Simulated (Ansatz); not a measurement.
One change: `N[Si@H]1O[C@H]1Cl` becomes `ClC1O[SiH2]1`.

Ansatz, PBE0-D4/def2-TZVP geometries, multiplicity 1. Each molecule was computed in one conformer, which needn't be the lowest.

| property | `N[Si@H]1O[C@H]1Cl` |
| --- | --- |
| LUMO energy (PBE0/def2-TZVPP) / eV | 0.11 |
| LUMO energy (ωB97M-V/def2-TZVPP) / eV | 1.84 |
| HOMO–LUMO gap (PBE0/def2-TZVPP) / eV | 7.21 |
| HOMO energy (PBE/def2-TZVPP) / eV | -5.78 |
| HOMO–LUMO gap (PBE/def2-TZVPP) / eV | 5.00 |
| HOMO–LUMO gap (ωB97M-V/def2-TZVPP) / eV | 11.17 |

Q: What does the change do to each property? (An estimate is asked.)

A: The calculation gave: 
```
                               property  `ClC1O[SiH2]1`  shift
     LUMO energy (PBE0/def2-TZVPP) / eV           -1.03  -1.14
  LUMO energy (ωB97M-V/def2-TZVPP) / eV            0.75  -1.09
   HOMO–LUMO gap (PBE0/def2-TZVPP) / eV            6.49  -0.72
      HOMO energy (PBE/def2-TZVPP) / eV           -6.27  -0.49
    HOMO–LUMO gap (PBE/def2-TZVPP) / eV            4.41  -0.59
HOMO–LUMO gap (ωB97M-V/def2-TZVPP) / eV           10.46  -0.71
```

With PBE0 the HOMO falls by 0.42 eV and the LUMO falls by 1.14 eV, so the gap narrows by about 0.72 eV. PBE moves the HOMO by -0.49 eV and ωB97M-V by -0.38 eV. The zero-point energy changes by -48.1 kJ/mol with -6 modes.

Positive LUMOs are unbound, so they and the gaps depend on the basis.
